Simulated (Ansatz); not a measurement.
Computed with Ansatz on PBE0-D4/def2-TZVP structures; ΔE is electronic, products minus reactants. CBS: MP2 limit from def2 TZ/QZ plus the TZ coupled-cluster correction, frozen cores. This one scheme is used for every species. Functionals use def2-TZVPP. One conformer a species, not always the lowest.

`BN([SiH3])[SiH3]` + `C=C[SiH2]N` → `BN[SiH2]C=C` + `[SiH3]N[SiH3]`  (ligand exchange at a B–N bond)

(1) Is it downhill or uphill in electronic energy at CCSD(T)/CBS, and by how much? (Estimate.)

(2) What do these levels give: PBE-D4, BLYP-D4, BHLYP-D4, PBE-QIDH, PBE, r2SCAN, MP2/def2-SVP, MP2/def2-TZVPP, CCSD(T)/def2-TZVPP, MP2/def2-QZVPP, MP2/CBS(def2), CCSD/CBS(def2)? (An estimate is asked.)

(3) What do rigid-rotor, harmonic-oscillator terms from PBE0-D4/def2-TZVP frequencies (298.15 K, 1 bar) make of the CCSD(T)/CBS value? (Estimate.)

Largest T1 diagnostic among the species: 0.013.

Answers

(1) The calculation gave: Downhill: ΔE = -0.17 eV.

(2) The calculation gave: PBE-D4 -0.17, BLYP-D4 -0.17, BHLYP-D4 -0.18, PBE-QIDH -0.18, PBE -0.20, r2SCAN -0.18, MP2/def2-SVP -0.21, MP2/def2-TZVPP -0.16, CCSD(T)/def2-TZVPP -0.17, MP2/def2-QZVPP -0.16, MP2/CBS(def2) -0.16, CCSD/CBS(def2) -0.18 eV.

(3) Ansatz gave: ΔZPE = +0.02 eV, ΔH = -0.15 eV, ΔS = 12 J/(mol·K), ΔG = -0.18 eV. Modes under 50 cm⁻¹ make the entropy rough.

At CCSD(T), def2-SVP lies −0.04 eV from the extrapolated value and def2-TZVPP −0.00 eV. In def2-TZVPP, CCSD(T) changes the Hartree–Fock value by +0.06 eV (the triples alone add +0.01 eV) and MP2 by +0.07 eV.
